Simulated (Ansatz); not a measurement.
## Two structures, one formula

The two ends of one reaction step of SiH2ClF3, singlet (PBE0-D4/def2-TZVP).

A:

```csv
atom,x (Å),y (Å),z (Å)
Si1,-1.1636,-0.2882,-0.0328
Cl2,3.3984,0.8312,-0.0895
F3,-0.8746,-1.4195,-1.0827
F4,-1.6108,1.0083,-0.7976
H5,-2.1771,-0.7086,0.9305
H6,2.2341,0.5411,0.3601
F7,0.1935,0.0358,0.7121
```

B:

Si1  (-0.455, -0.478, -0.624)
Cl2  (1.576, -0.300, -0.619)
F3  (-0.836, -1.472, -1.787)
F4  (-1.072, 0.927, -0.971)
H5  (-0.955, -0.982, 0.653)
H6  (1.240, 1.075, 1.407)
F7  (0.501, 1.230, 1.941)
(Å)

Ansatz 0.2.0; basis: def2-TZVPP; cores frozen in the correlated methods. B3LYP uses VWN-RPA correlation.

**Question.** Which structure is lower at CCSD(T), and by how much? (Judge from chemistry; the value comes from the calculation.)

**Answer.** By the calculation: A, by 56.3 kJ/mol (electronic energy, against the other). By their contacts, A is a complex of SiHF₃ ([F][SiH]([F])[F]) + HCl and B is a complex of SiHClF₂ ([F][SiH]([F])[Cl]) + HF.

All methods give the same order:

| method | E(B) − E(A) (kJ/mol) |
| --- | --- |
| SPW92 | 40.1 |
| PBE-D4 | 40.0 |
| BLYP-D4 | 49.9 |
| r2SCAN-D4 | 48.8 |
| B97M-V | 53.0 |
| PBE0-D4 | 43.1 |
| B3LYP-D4 | 52.2 |
| r2SCAN0-D4 | 49.5 |
| BHLYP-D4 | 56.2 |
| CAM-B3LYP-D4 | 57.1 |
| wB97X-V | 49.6 |
| wB97M-V | 48.3 |
| B2PLYP | 57.1 |
| PBE-QIDH | 49.2 |
| RPA on PBE | 59.8 |
| HF | 70.5 |
| MP2 | 52.0 |
| CCSD | 59.3 |
| CCSD(T) | 56.3 |

The T1 diagnostic stays at or below 0.011.

Labels in which every atom is bracketed show which atoms are joined, not bond orders.

For scale, one of the runs: CCSD(T)/def2-TZVPP, 205 basis functions, launched by `ansatz run in.yaml --threads 4 --pin off --events-out ev --progress --plain --max-ram 9574MiB`. The run took 96 s on 4 CPU threads of an Arm Neoverse V1 (shared host), with 2.8 GiB of host memory at its peak.
